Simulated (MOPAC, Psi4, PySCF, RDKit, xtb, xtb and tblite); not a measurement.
Two geometries of SMILES C=CCc1ccco1 (C₇H₈O), singlet, relaxed at GFN2-xTB with one dihedral held; other torsions can differ between them too.

Structure A

```
16

C     -2.6453    -0.0346    -1.2800
C     -1.7585     0.5563    -0.5030
C     -1.0238    -0.1258     0.6135
C      0.4519    -0.0707     0.3850
C      1.2218    -0.5313    -0.6422
C      2.5570    -0.1769    -0.3273
C      2.4983     0.4736     0.8642
O      1.2284     0.5445     1.3020
H     -3.1485     0.4906    -2.0737
H     -2.9106    -1.0713    -1.1510
H     -1.5029     1.5969    -0.6521
H     -1.3527    -1.1651     0.6908
H     -1.2353     0.3797     1.5592
H      0.8794    -1.0556    -1.5107
H      3.4324    -0.3798    -0.9095
H      3.2551     0.9154     1.4813
```

Structure B

```
16

C     -2.6389    -0.0562    -1.2993
C     -1.7590     0.5469    -0.5243
C     -1.0120    -0.1300     0.5863
C      0.4662    -0.0653     0.3670
C      1.4410    -0.9983     0.5624
C      2.6602    -0.3870     0.1762
C      2.3337     0.8673    -0.2294
O      1.0088     1.0711    -0.1188
H     -3.1535     0.4635    -2.0894
H     -2.8874    -1.0976    -1.1728
H     -1.5159     1.5905    -0.6684
H     -1.3087    -1.1757     0.6742
H     -1.2538     0.3762     1.5292
H      1.3104    -1.9934     0.9357
H      3.6364    -0.8260     0.1978
H      2.9238     1.6792    -0.6052
```

Which is lower in energy at the level B3LYP-D3(BJ)/def2-SVP // GFN2-xTB (Psi4 1.11), and by how much?

A is lower, by 2.17 kJ/mol (dihedral C2–C3–C4–O8: 120° in A, 40° in B).

E(B) − E(A) in kJ/mol at the other levels, on the same two geometries: GFN2-xTB (xtb and tblite) 2.22; MMFF94 // GFN2-xTB (RDKit) 4.71; B3LYP/def2-SVP // GFN2-xTB (Psi4) 1.64; PBE/def2-SVP // GFN2-xTB (Psi4) 2.56; PBE-D3(BJ)/def2-SVP // GFN2-xTB (Psi4) 2.90; UFF // GFN2-xTB (RDKit) 1.41; PM7, restricted, heats of formation // GFN2-xTB (MOPAC) 0.50; AM1, restricted, heats of formation // GFN2-xTB (MOPAC) 0.28; GFN1-xTB // GFN2-xTB (xtb) 0.67; restricted B3LYP/6-31G*, spherical d, density fitting // GFN2-xTB (PySCF) 2.38; restricted Hartree-Fock/STO-3G // GFN2-xTB (PySCF) -0.39; restricted Hartree-Fock/LANL2DZ // GFN2-xTB (PySCF) -0.93; restricted BP86/6-31G*, spherical d, density fitting // GFN2-xTB (PySCF) 3.32.
